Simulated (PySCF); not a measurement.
C3H5BF2, SMILES B(C)(C(F)=C)F. Coordinates come from a PBE-D3(BJ)/def2-SVP optimisation. This is a generated structure with no PubChem entry under its InChIKey; it may be hypothetical. Other conformers were not sampled.

Computed equilibrium geometry at PBE-D3(BJ)/def2-SVP (PySCF confirms it by a frequency run) as Cartesian coordinates in Å (one conformer of several):
```xyz
11

C      1.9305     0.4526     0.1111
C      0.6970     0.2199    -0.3826
F      0.4751     0.3639    -1.7166
B     -0.5573    -0.2187     0.4607
C     -1.9750    -0.4396    -0.1607
F     -0.3616    -0.3685     1.7834
H      2.7683     0.7559    -0.5359
H      2.1037     0.3363     1.1901
H     -2.6179    -1.1056     0.4471
H     -2.4815     0.5523    -0.2070
H     -1.9220    -0.8008    -1.2063
```
